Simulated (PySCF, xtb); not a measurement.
Cd(OMe)(NH2) (CH₅CdNO), SMILES C[O][Cd][NH2].

GFN2-xTB in xtb at its own geometry gives an orbital gap of 2.61 eV and a dipole moment of 3.51 D.

The structure is a stationary point at B3LYP-D3(BJ)/def2-SVP. The structure was generated by enumeration; whether it is a known compound was not checked. The def2 effective core potentials stand for the cores of Cd; spin–orbit coupling is left out. One conformer was computed; it need not be the lowest.

Problem. What does PySCF with B3LYP/def2-TZVPD give? (An estimate is asked for; the answer gives what the named calculation found.)

Solution. gap 5.37 eV (levels -6.84 and -1.46 eV), dipole 1.23 D.
